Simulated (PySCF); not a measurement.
# Correlation energy of Ge⁺ (germanium, charge +1)

[Ar] 3d10 4s2 4p1, 2P determinant. All numbers are calculated (PySCF 2.14, the spin-free X2C one-electron Hamiltonian (Gaussian nucleus), in aug-cc-pVDZ-DK). Frozen: [Ar] 3d10; 3 electrons correlated.

MP2 pair energies summed by pair of shells (mhartree):

```csv
pair,energy,share (%)
4s-4s,-18.48,59.3
4s-4p,-12.70,40.7
```

Total MP2 correlation energy: -31.18 mhartree.

Same-spin part -2.12 and opposite-spin part -29.07 mhartree; SCS-MP2 scales them by 1/3 and 6/5 to -35.58 mhartree.

```tsv
level	correlation energy (mhartree)
CCSD	-46.22
(T)	-0.46
CCSD(T)	-46.68
```

Diagnostics: T1 = 0.0096, D1 = 0.0232, largest double amplitude 0.094.

Cost of the coupled-cluster step: 0.26 s of wall time on 1 thread of Neoverse-N1 (shared host), for 3 correlated electrons.

Iterations:

```
CC2 = 0
CCSD nocc = (np.int64(2), np.int64(1)), nmo = (22, 22)
frozen orbitals [[0, 1, 2, 3, 4, 5, 6, 7, 8, 9, 10, 11, 12, 13], [0, 1, 2, 3, 4, 5, 6, 7, 8, 9, 10, 11, 12, 13]]
max_cycle = 100
direct = 0
conv_tol = 1e-08
conv_tol_normt = 1e-06
diis_space = 8
diis_start_cycle = 0
Init t2, MP2 energy = -0.0311823434038428
Init E_corr(UCCSD) = -0.0311823434057543
cycle = 1  E_corr(UCCSD) = -0.0408780580560924  dE = -0.00969571465  norm(t1,t2) = 0.0500069
cycle = 2  E_corr(UCCSD) = -0.0441393886702983  dE = -0.00326133061  norm(t1,t2) = 0.020104
cycle = 3  E_corr(UCCSD) = -0.0462272238683996  dE = -0.0020878352  norm(t1,t2) = 0.00882221
cycle = 4  E_corr(UCCSD) = -0.0462066074689654  dE = 2.06163994e-05  norm(t1,t2) = 0.0010932
cycle = 5  E_corr(UCCSD) = -0.0462198961472303  dE = -1.32886783e-05  norm(t1,t2) = 0.00012332
cycle = 6  E_corr(UCCSD) = -0.0462158055838617  dE = 4.09056337e-06  norm(t1,t2) = 2.15913e-05
cycle = 7  E_corr(UCCSD) = -0.0462176189613889  dE = -1.81337753e-06  norm(t1,t2) = 6.1528e-06
cycle = 8  E_corr(UCCSD) = -0.0462171482542179  dE = 4.70707171e-07  norm(t1,t2) = 1.77134e-06
cycle = 9  E_corr(UCCSD) = -0.0462171788743776  dE = -3.06201597e-08  norm(t1,t2) = 2.19868e-07
cycle = 10  E_corr(UCCSD) = -0.0462171822448028  dE = -3.37042513e-09  norm(t1,t2) = 3.21156e-08
UCCSD converged
E(UCCSD) = -2096.733422778196  E_corr = -0.04621718224480275
UCCSD(T) correction = -0.000457411600952601
```
